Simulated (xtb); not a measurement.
SiF2, SMILES F[Si]F (connectivity only; charge and spin as stated), neutral, multiplicity 1. All values are semi-empirical tight-binding results from xtb (GFN2-xTB unless named), good for trends rather than for accurate numbers. Coordinates come from a GFN2-xTB optimisation. The isomer is the one that the SMILES or the coordinates give; other isomers of the formula were not compared.

Optimised geometry:

Bond lengths (Å): Si1–F2 1.616, Si1–F3 1.616. Bond angles (°): F2–Si1–F3 92.6.

Computed properties:
```yaml
point_group_as_xtb_finds_it: C2v
orbital_gap: 3.71 eV
dipole_moment: 1.52 D
zero_point_energy: 2.7 kcal/mol
G − E(el) at 298.15 K (modified RRHO): -12.9 kcal/mol
static polarisability (D4 model): 37.8 bohr³
solvation energy, GFN2-xTB/ALPB(water): 1.4 kcal/mol
solvation energy, GFN2-xTB/ALPB(acetonitrile): 1.4 kcal/mol
```

Task: Give the atomic charges and the Wiberg bond orders between heavy atoms. (Estimate from the structure and the level; the computed values follow.)

Result: charges (e) Si1 0.53, F2 -0.26, F3 -0.26. Bond orders Si1–F2 1.17, Si1–F3 1.17.
